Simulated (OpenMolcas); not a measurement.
Ir6+ in a point-charge field

Ir6+ among 6 point charges of -1.7 e arranged as an octahedron (Oh), 1.88 Å from the ion.
```
   1.8800    0.0000    0.0000  -1.70
   0.0000    1.8800    0.0000  -1.70
  -1.8800    0.0000    0.0000  -1.70
   0.0000   -1.8800    0.0000  -1.70
   0.0000    0.0000    1.8800  -1.70
   0.0000    0.0000   -1.8800  -1.70
```

```yaml
Program: OpenMolcas
Method: CASSCF
Basis: ANO-RCC-VDZP [7s6p4d2f]
Scalar_Hamiltonian: DKH2, point nucleus
Active_space: 3 electrons in 5 orbitals (5d)
State_averaging: 2S+1 = 4 even, 10 roots; 2S+1 = 2 even, 40 roots
Spin-orbit_coupling: RASSI with atomic mean-field integrals over the reference wave functions
```

The lowest spin-free states (labels of O, the rotations of Oh), above the lowest:

| State | Degeneracy | E (cm-1) | Free-ion L (%) |
| --- | --- | --- | --- |
| 4A2 | 1 | 0.0 | F (100) |
| 4T2 | 3 | 8203 | F (100) |
| 4T1 | 3 | 13777 | F (91) |
| 2E | 2 | 18329 | G (70) |
| 2T1 | 3 | 19188 | G (55) |
| 2A1 | 1 | 24103 | G (100) |
| 2T2 | 3 | 24374 | G (47) |
| 4T1 | 3 | 25380 | P (91) |
| 2T2 | 3 | 27051 | H (59) |
| 2T1 | 3 | 27830 | H (51) |
| 2E | 2 | 29934 | H (51) |
| 2T1 | 3 | 32493 | P (49) |
| 2T1 | 3 | 35844 | H (77) |
| 2T2 | 3 | 36648 | D (62) |
| 2E | 2 | 42084 | D (41) |
| 2A2 | 1 | 43434 | F (100) |
| 2T2 | 3 | 44219 | F (91) |
| 2T1 | 3 | 47740 | F (90) |
| 2E | 2 | 66362 | D (97) |
| 2T2 | 3 | 68446 | D (94) |

The lowest levels with spin-orbit coupling:

```csv
E (cm-1),Degeneracy,Label,2S+1,g
0.0,4,Γ8,4 (85 %),
8985,4,Γ8,4 (88 %),
11517,2,Γ7,4,0.26 0.26 0.26
15438,4,Γ8,4 (86 %),
15543,2,Γ6,4 (80 %),2.79 2.79 2.79
17579,4,Γ8,2 (55 %),
18260,2,Γ7,4 (84 %),2.14 2.14 2.14
19547,4,Γ8,2 (53 %),
22186,2,Γ6,4 (70 %),3.39 3.39 3.39
23319,2,Γ6,2 (71 %),2.10 2.10 2.10
24192,4,Γ8,2 (55 %),
29027,4,Γ8,4 (56 %),
30128,2,Γ6,2 (65 %),1.00 1.00 1.00
30839,4,Γ8,4 (52 %),
32799,2,Γ7,2 (85 %),2.40 2.40 2.40
33124,4,Γ8,2 (69 %),
34110,2,Γ7,4 (73 %),2.55 2.55 2.55
34670,2,Γ6,2 (62 %),3.25 3.25 3.25
34889,4,Γ8,4 (77 %),
39140,4,Γ8,2,
```

Powder χT (cm3 K/mol): 0.12 at 2 K, 0.121 at 10 K, 0.124 at 50 K, 0.129 at 100 K, 0.138 at 200 K, 0.148 at 300 K. The effective moment at 300 K is 2.828 √(χT) = 1.09 μB.

A least-squares ligand-field fit to the states below 45000 cm-1, each weighted by its degeneracy and with a free common offset, gives 10Dq = 8350 cm-1, B = 963 cm-1 and C = 4048 cm-1 (C/B = 4.21), with an rms deviation of 58 cm-1.

Spin-orbit coupling mixes the spin-free states strongly: the lowest level takes only 45 % from its leading state, 4A2. Without dynamic correlation the repulsion within the d shell is too large (B by tens of per cent), so at a given field states of lower spin stand too high. This field is weak: 10Dq is about 8350 cm-1, while octahedral complexes of 5d ions of charge 3 and more, computed by the same method with explicit ligands, had a median near 35000 cm-1. Ground spin and moment need not be those of a real site. This is an electrostatic model: the charges have no orbitals. No measured value stands beside these numbers.
